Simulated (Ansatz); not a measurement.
Harmonic frequencies (cm⁻¹) at PBE0-D4/def2-TZVP from Ansatz: 110, 386, 546, 770, 795, 929, 992, 1070, 1194, 1308, 1398, 1452, 1468, 2545, 3037, 3096, 3137, 3888.

Each molecule was computed in one conformer, which needn't be the lowest.

Task: Which molecule is it?
A. `BCO`
B. `BSC`
C. `FB(Cl)O[SiH3]`
D. `CBO`

Result: D.
